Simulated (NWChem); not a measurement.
System: GeO cation, doublet; SMILES of the neutral closed-shell parent [Ge]=[O]

NWChem input:

```
start job
memory heap 200 mb stack 900 mb global 1100 mb
charge 1
geometry units angstroms
  Ge     0.000000     0.000000     0.347806
  O      0.000000     0.000000    -1.314341
end
basis spherical
  * library 6-31g*
end
dft
  odft
  mult 2
  xc b3lyp
  iterations 150
end
driver
  maxiter 120
end
task dft optimize
task dft freq
```

This spin state was assumed; another may lie lower. No stability test was run on the SCF state.

The level has its own optimisation; frequencies are unscaled.

Q: Give the results of this calculation. (B3LYP/6-31G* (spherical d), spin-unrestricted.) Quantities: r Ge–O (Å); highest harmonic frequency (cm⁻¹); zero-point energy (kcal/mol).

A: 
* **r Ge–O (Å)**: 1.673
* **highest harmonic frequency (cm⁻¹)**: 831
* **zero-point energy (kcal/mol)**: 1.2
